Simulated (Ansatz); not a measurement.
Consider the substitution at a C–Si bond: `C[C@H](F)[Si@H](F)Cl` + CH₃NH₂ → `CNC(C)F` + `F[SiH2]Cl`.

Gas-phase electronic energies from Ansatz, PBE0-D4/def2-TZVP geometries. CBS: MP2 limit from def2 TZ/QZ plus the TZ coupled-cluster correction, frozen cores. This one scheme is used for every species. DFT in def2-TZVPP. B3LYP here is the variant with VWN-RPA as its local correlation; programs differ in this. One conformer a species, not always the lowest.

`C[C@H](F)[Si@H](F)Cl`:

Cartesian coordinates in Å:
```
C 1.234 -0.021 -0.778
C -0.051 -0.626 -0.263
F -0.898 -0.909 -1.341
Si -1.007 0.519 0.891
F -0.045 0.894 2.105
Cl -2.644 -0.431 1.636
H 1.050 0.925 -1.292
H 1.719 -0.704 -1.478
H 1.918 0.165 0.053
H 0.153 -1.578 0.242
H -1.430 1.766 0.225
```

CH₃NH₂:

Z-matrix (Å, degrees):
```
C
N 1 1.453
H 1 1.092 2 109.4
H 1 1.100 2 115.4 3 -121.6
H 1 1.092 2 109.4 3 116.8
H 2 1.012 1 110.6 3 62.6
H 2 1.012 1 110.6 3 -179.3
```

`CNC(C)F`:

```xyz
13

C    -1.378   -1.311   -0.019
N    -0.598   -0.184    0.451
C     0.427    0.256   -0.400
C     1.166    1.443    0.157
F     1.389   -0.761   -0.641
H    -0.793   -2.229   -0.152
H    -1.830   -1.057   -0.981
H    -2.188   -1.510    0.684
H    -0.256   -0.325    1.392
H     0.001    0.467   -1.387
H     0.489    2.291    0.265
H     1.585    1.199    1.137
H     1.986    1.721   -0.506
```

`F[SiH2]Cl`:

Cartesian coordinates in Å:
```
F 0.424 0.170 -1.526
Si 0.059 -0.106 -0.004
Cl -1.032 1.460 0.705
H 1.315 -0.197 0.765
H -0.765 -1.328 0.060
```

```json
{"level": "PBE-D4", "ΔE (kJ/mol)": "-2.7", "difference from CCSD(T)/CBS": "2.3"}
{"level": "r2SCAN-D4", "ΔE (kJ/mol)": "-6.1", "difference from CCSD(T)/CBS": "-1.1"}
{"level": "PBE0-D4", "ΔE (kJ/mol)": "-4.2", "difference from CCSD(T)/CBS": "0.8"}
{"level": "B3LYP-D4", "ΔE (kJ/mol)": "-3.7", "difference from CCSD(T)/CBS": "1.3"}
{"level": "ωB97X-V", "ΔE (kJ/mol)": "-8.1", "difference from CCSD(T)/CBS": "-3.1"}
{"level": "ωB97M-V", "ΔE (kJ/mol)": "-4.7", "difference from CCSD(T)/CBS": "0.3"}
{"level": "B2PLYP", "ΔE (kJ/mol)": "-7.8", "difference from CCSD(T)/CBS": "-2.8"}
{"level": "PBE", "ΔE (kJ/mol)": "-4.6", "difference from CCSD(T)/CBS": "0.4"}
{"level": "r2SCAN", "ΔE (kJ/mol)": "-6.6", "difference from CCSD(T)/CBS": "-1.6"}
{"level": "PBE0", "ΔE (kJ/mol)": "-6.1", "difference from CCSD(T)/CBS": "-1.1"}
{"level": "B3LYP", "ΔE (kJ/mol)": "-7.0", "difference from CCSD(T)/CBS": "-2.0"}
{"level": "HF/def2-TZVPP", "ΔE (kJ/mol)": "-14.4", "difference from CCSD(T)/CBS": "-9.4"}
{"level": "MP2/def2-TZVPP", "ΔE (kJ/mol)": "-8.5", "difference from CCSD(T)/CBS": "-3.5"}
{"level": "SCS-MP2/def2-TZVPP", "ΔE (kJ/mol)": "-9.3", "difference from CCSD(T)/CBS": "-4.3"}
{"level": "CCSD/def2-TZVPP", "ΔE (kJ/mol)": "-7.9", "difference from CCSD(T)/CBS": "-2.9"}
{"level": "CCSD(T)/def2-TZVPP", "ΔE (kJ/mol)": "-7.9", "difference from CCSD(T)/CBS": "-2.9"}
{"level": "HF/def2-QZVPP", "ΔE (kJ/mol)": "-14.4", "difference from CCSD(T)/CBS": "-9.4"}
{"level": "MP2/def2-QZVPP", "ΔE (kJ/mol)": "-6.8", "difference from CCSD(T)/CBS": "-1.8"}
{"level": "SCS-MP2/def2-QZVPP", "ΔE (kJ/mol)": "-7.6", "difference from CCSD(T)/CBS": "-2.6"}
{"level": "HF/CBS(def2)", "ΔE (kJ/mol)": "-14.5", "difference from CCSD(T)/CBS": "-9.5"}
{"level": "MP2/CBS(def2)", "ΔE (kJ/mol)": "-5.5", "difference from CCSD(T)/CBS": "-0.5"}
{"level": "CCSD/CBS(def2)", "ΔE (kJ/mol)": "-4.9", "difference from CCSD(T)/CBS": "0.1"}
{"level": "CCSD(T)/CBS", "ΔE (kJ/mol)": "-5.0", "difference from CCSD(T)/CBS": "0"}
```

Largest T1 diagnostic among the species: 0.011.

In def2-TZVPP, CCSD(T) changes the Hartree–Fock value by +6.5 kJ/mol (the triples alone add −0.1 kJ/mol) and MP2 by +5.9 kJ/mol. The D4 term adds +3.3 kJ/mol with B3LYP and +1.9 kJ/mol with PBE0; it sums over pairs of atoms, weighted by their polarisabilities, and B3LYP, whose exchange is more repulsive, gets the larger term.
